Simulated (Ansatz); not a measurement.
Ansatz results at the PBE0-D4/def2-TZVP geometry: HOMO–LUMO gap (PBE0/def2-TZVPP) 6.21 eV; LUMO energy (PBE/def2-TZVPP) -2.65 eV; HOMO–LUMO gap (B3LYP/def2-TZVPP) 5.65 eV.

Each molecule was computed in one conformer, which needn't be the lowest.

Q: Which molecule gave them?
A. `F[C](F)(F)[Sn]([Cl])([Cl])[Cl]`
B. `[Br][SnH2][Br]`
C. `[CH3][Sn]([SH])([Cl])[Cl]`
D. `C=[CH][SnH2][Cl]`

A: C. The others give `F[C](F)(F)[Sn]([Cl])([Cl])[Cl]`: 6.65, -3.63, 6.10; `[Br][SnH2][Br]`: 6.73, -2.60, 6.17; `C=[CH][SnH2][Cl]`: 7.25, -1.97, 6.78.

B3LYP here is the variant with VWN-RPA as its local correlation; programs differ in this.
